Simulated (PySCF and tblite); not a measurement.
2 diastereomers of C6H8N2, numbered alike:

```tsv
isomer	SMILES	descriptors (one enantiomer)
A	[H]/[N:4]=[C:3]1\[C@@H:2]([CH3:1])[C@@H:6]([C:7]#[N:8])[CH2:5]1	2S, 6S, 3=4 Z
B	[H]/[N:4]=[C:3]1\[C@H:2]([CH3:1])[C@@H:6]([C:7]#[N:8])[CH2:5]1	2R, 6S, 3=4 Z
```

Computed spectrum of one of them (conformer average at 298.15 K; GFN1-xTB geometries, energies PBE0/6-31+G* (IEF-PCM, tetrahydrofuran) (D3(BJ) added where defined), GIAO shieldings KT3/pcSseg-1 (IEF-PCM, tetrahydrofuran); references on GFN2-xTB geometries), in ppm: ¹H (against TMS): 3.61 (1H), 3.54 (1H), 3.52 (1H), 2.75 (1H), 1.40 (3H). ¹³C (against TMS): 177.2 (1C), 120.0 (1C), 59.0 (1C), 45.4 (1C), 24.8 (1C), 20.1 (1C). Of the H, only those on carbon are given.

Which isomer is it?

B. After a straight-line scaling (slope 0.85 to 1.15) of computed carbon shifts, the largest errors are A 3.1 ppm (at 59.0), B 1.4 ppm (at 24.8). Assigned: ¹H (against TMS): 3.61 (H5a, 1H), 3.54 (H5b, 1H), 3.52 (H2, 1H), 2.75 (H6, 1H), 1.40 (H1, 3H). ¹³C (against TMS): 177.2 (C3), 120.0 (C7), 59.0 (C2), 45.4 (C5), 24.8 (C6), 20.1 (C1). For comparison, at another level (GFN2-xTB geometries, energies PBE0/def2-SVP (IEF-PCM, dimethylsulfoxide) (D3(BJ) added where defined), GIAO shieldings KT3/pcSseg-1 (IEF-PCM, dimethylsulfoxide)) the isomers give: A: ¹H (against TMS): 3.61 (H5a, 1H), 3.53 (H2, 1H), 3.46 (H6, 1H), 3.41 (H5b, 1H), 1.43 (H1, 3H). ¹³C (against TMS): 177.0 (C3), 118.3 (C7), 53.6 (C2), 45.6 (C5), 21.5 (C6), 18.2 (C1). B: ¹H (against TMS): 3.59 (H2, 1H), 3.47 (H5a, 1H), 3.45 (H5b, 1H), 2.73 (H6, 1H), 1.35 (H1, 3H). ¹³C (against TMS): 176.2 (C3), 120.6 (C7), 59.3 (C2), 45.3 (C5), 22.5 (C6), 19.3 (C1). H not on carbon is left out.

H on N, O and S are left out: they exchange, and hydrogen bonds move them by several ppm. Shifts are unscaled: against experiment ¹³C can be off by 15 ppm or more and ¹H by 0.8 ppm.
